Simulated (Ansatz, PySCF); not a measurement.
CHAlClNO. Atoms are numbered in the order given.

```xyz
6

Al    -0.8419     0.6528     0.0000
Cl     0.6148     2.1552     0.0000
H     -2.3667     1.0070     0.0000
N     -0.2895    -1.0258     0.0000
C      0.1237    -2.1550     0.0000
O      0.5180    -3.2526     0.0000
```
Charge 0, spin multiplicity 1.

Geometry optimised at PBE0-D3(BJ)/def2-SVP. The values are those of a single conformer.

Vertical ionisation energy (IE) and electron affinity (EA) in eV. Rows of orbital energies are one-electron estimates. Where ΔSCF, EOM or ADC give a negative EA the extra electron is unbound and the value depends on the basis.

| level | IE | EA |
|---|---|---|
| −ε(HOMO), −ε(LUMO), r2SCAN/def2-TZVP (PySCF) | 7.79 | 2.01 |
| ΔSCF, PBE0/def2-SVPD (Ansatz), final states of multiplicity 2 and 2 | ___ | ___ |

Question: What belongs in the gaps? (The exact figures need the calculation; the answer reports its results.)

Answer: 
- ΔSCF, PBE0/def2-SVPD (Ansatz, an electronic-structure program), final states of multiplicity 2 and 2, IE: 11.10
- ΔSCF, PBE0/def2-SVPD (Ansatz), final states of multiplicity 2 and 2, EA: 0.12

Question: What vertical singlet–triplet gap does ΔSCF give with PBE0/def2-SVPD (Ansatz)? (An estimate is asked for; the answer gives what the named calculation found.)

Answer: 5.75 eV (triplet above singlet where positive).
